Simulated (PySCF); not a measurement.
1-(chloromethyl)-1-fluorocyclopropane (C4H6ClF), SMILES FC1(CCl)CC1. Atoms are numbered in the order given.

```xyz
12

F     -0.6134     0.7638     1.3929
C     -0.6547    -0.0961     0.3188
C      0.6553    -0.7919     0.0988
Cl     1.9303     0.3234    -0.5353
C     -1.9554    -0.8254     0.0977
C     -1.5344     0.3088    -0.8243
H      1.0310    -1.2080     1.0536
H      0.5412    -1.6125    -0.6338
H     -1.9322    -1.8615    -0.2751
H     -2.7480    -0.6126     0.8311
H     -1.1975     0.0790    -1.8471
H     -2.0544     1.2715    -0.7099
```

Geometry: PBE-D3(BJ)/def2-SVP. The values are those of a single conformer.

Two levels are set side by side: PBE/pcSseg-1 (PySCF) and HF/pcSseg-1 (PySCF). GIAO shifts against CFCl3 (¹⁹F), HCl (³⁵Cl), TMS (¹H), TMS (¹³C) at the same level; non-relativistic, no solvent, atoms listed together averaged. Without spin–orbit terms, shifts of atoms bonded to Cl or Br come out too high at both levels. Differences are taken from unrounded values.

```tsv
quantity	HF	PBE	PBE minus HF
δ(¹⁹F) of F1 (ppm)	-178.4	-226.1	-47.6
δ(¹³C) of C2 (ppm)	70.3	86.4	16.1
δ(¹³C) of C3 (ppm)	54.8	63.9	9.1
δ(³⁵Cl) of Cl4 (ppm)	40.6	121.9	81.3
```

Rough cost on one machine, each run with all the roots and properties that it gave: HF against PBE within a factor of 2.
